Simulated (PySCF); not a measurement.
Two species compared at the same levels of theory.

First species: C₃H₁₂N₂OSi₂.
Geometry (PBE0-D3(BJ)/def2-SVP, Å), atoms numbered from 1 in this order:
```
atom  x, y, z in Å
C1    -2.6075   -0.9673   -0.4464
C2    -1.5195    0.0400   -0.7655
C3    -1.9209    1.4638   -0.4211
O4    -0.3598   -0.3118   -0.0365
Si5    1.2043   -0.3000   -0.5826
N6     2.2222   -1.4142    0.2727
Si7    3.2680   -0.1525    0.8812
N8     2.2584    0.9607   -0.0090
H9    -3.5322   -0.7402   -0.9979
H10   -2.2811   -1.9828   -0.7145
H11   -2.8294   -0.9532    0.6319
H12   -1.3004   -0.0119   -1.8518
H13   -1.1088    2.1668   -0.6615
H14   -2.1313    1.5462    0.6564
H15   -2.8188    1.7703   -0.9791
H16    1.1010   -0.4167   -2.0681
H17    2.0671   -2.3677    0.5640
H18    4.6918   -0.2156    0.4254
H19    3.2891    0.0053    2.3702
H20    2.3369    1.9444   -0.2176
```

Second species: C₆H₆GeO₃.
Cartesian coordinates in Å at the PBE0-D3(BJ)/def2-SVP level; atoms count from 1:
```xyz
16
C6H6GeO3 angstrom
O     -3.6667    0.6359    0.1357
C     -2.5060    0.3073    0.0926
C     -1.4112    1.2950    0.0211
C     -0.1289    0.8913   -0.0068
C      0.2543   -0.5282    0.0332
O      1.5435   -0.8548    0.0188
Ge     3.0035    0.2065   -0.1388
C     -0.6903   -1.5068    0.0878
C     -2.1085   -1.1917    0.1096
O     -2.9865   -2.0269    0.1397
H     -1.6930    2.3500   -0.0077
H      0.6703    1.6377   -0.0609
H      4.1385   -0.8149   -0.1210
H      3.0380    1.1627    1.0638
H      2.8967    0.9705   -1.4677
H     -0.3939   -2.5562    0.1145
```

Levels: CAM-B3LYP/def2-SVPD for dipole moment, HOMO energy, LUMO energy, HOMO–LUMO gap, static isotropic polarisability and electronic spatial extent ⟨r²⟩ about the centre of nuclear charge; TDDFT CAM-B3LYP/def2-SVPD for lowest singlet excitation; TDA CAM-B3LYP/def2-SVPD for lowest triplet excitation (Tamm–Dancoff); ΔSCF CAM-B3LYP/def2-SVPD for vertical ionisation energy; PBE0-D3(BJ)/def2-SVP for rotational constant A and rotational constant C. Geometries: PBE0-D3(BJ)/def2-SVP. Each structure is a single optimised conformer of the isolated species, non-relativistic unless stated; the electronic structure was computed with PySCF and density fitting.

Dipoles, sizes and rotational constants follow the conformer. The torsions of the flexible species, by atom-mapped SMILES:
- `[CH3:1][CH:2]([CH3:3])[O:4][SiH:5]1[NH:6][SiH2:7][NH:8]1`: C1–C2–O4–Si5 138°, C2–O4–Si5–N6 -154°
- `[O:1]=[C:2]1[CH:3]=[CH:4][C:5]([O:6][GeH3:7])=[CH:8][C:9]1=[O:10]`: C4–C5–O6–Ge7 -4°

| property | column X | column Y |
| --- | --- | --- |
| dipole moment | 1.07 D | 8.68 D |
| HOMO energy | -8.57 eV | -8.39 eV |
| LUMO energy | 0.92 eV | -2.42 eV |
| HOMO–LUMO gap | 9.49 eV | 5.97 eV |
| lowest singlet excitation | 6.16 eV | 2.21 eV |
| lowest triplet excitation (Tamm–Dancoff) | 5.88 eV | 1.76 eV |
| static isotropic polarisability | 102.5 au | 112.8 au |
| vertical ionisation energy | 9.25 eV | 8.97 eV |
| electronic spatial extent ⟨r²⟩ about the centre of nuclear charge | 1833 bohr² | 2675 bohr² |
| rotational constant A | 3.690 GHz | 2.918 GHz |
| rotational constant C | 0.649 GHz | 0.356 GHz |

**Question.** Which column belongs to which species?

**Answer.** Column X is the first species and column Y the second. The first has 20 atoms and 80 electrons, the second 16 and 98.

**Question.** How does each property change from the first species to the second?

**Answer.** dipole moment +7.61 D; HOMO energy +0.18 eV; LUMO energy -3.34 eV; HOMO–LUMO gap -3.52 eV; lowest singlet excitation -3.95 eV; lowest triplet excitation (Tamm–Dancoff) -4.12 eV; static isotropic polarisability +10.3 au; vertical ionisation energy -0.28 eV; electronic spatial extent ⟨r²⟩ about the centre of nuclear charge +842 bohr²; rotational constant A -0.772 GHz; rotational constant C -0.293 GHz.

On the first: The ΔSCF ionisation energy exceeds −ε(HOMO) by 0.68 eV with CAM-B3LYP. The 10 singlets span 6.16 to 8.09 eV, and their oscillator strengths add up to 0.11.

On the second: The dipole matches unit charges of opposite sign 1.81 Å apart (1 e·Å = 4.8032 D). The ΔSCF ionisation energy exceeds −ε(HOMO) by 0.58 eV with CAM-B3LYP. The calculation is non-relativistic and has no spin–orbit coupling, an omission that weighs most on germanium.
